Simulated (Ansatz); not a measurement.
CH₅BSeSi, SMILES `B1[SiH2]C[Se]1`. Total charge 0; spin multiplicity 1. The structure was optimised at the PBE0-D4/def2-TZVP level.

```xyz
9

B    -1.574   -0.374   -0.116
Si    0.227   -0.055   -0.921
C     0.865    0.297    0.841
Se   -0.916   -0.023    1.644
H    -2.701   -0.660   -0.363
H     0.395    1.115   -1.832
H     0.925   -1.211   -1.556
H     1.189    1.316    1.051
H     1.590   -0.405    1.251
```

Q: What is the dipole moment at ωB97M-V/def2-TZVPP? (An estimate is asked.)

A: Ansatz gave: 0.86 D, with components (0.82, 0.21, 0.15) D in this frame, pointing from negative to positive charge.

Q: And with PBE, r2SCAN, B3LYP? (An estimate is asked.)

A: Computed: PBE 1.06 D, r2SCAN 1.01 D, B3LYP 0.91 D.

Q: Give the Mulliken charges with ωB97M-V, B3LYP, r2SCAN in def2-TZVPP. (Estimate.)

A: Ansatz gave: 
| atom | ωB97M-V | B3LYP | r2SCAN |
| --- | --- | --- | --- |
| B1 | -0.18 | -0.11 | -0.17 |
| Si2 | 0.15 | 0.22 | 0.27 |
| C3 | -0.41 | -0.36 | -0.29 |
| Se4 | 0.09 | 0.09 | 0.11 |
| H5 | 0.11 | 0.06 | 0.03 |
| H6 | -0.03 | -0.08 | -0.08 |
| H7 | -0.03 | -0.08 | -0.08 |
| H8 | 0.15 | 0.13 | 0.11 |
| H9 | 0.15 | 0.13 | 0.11 |

B3LYP here is the variant with VWN-RPA as its local correlation; programs differ in this.
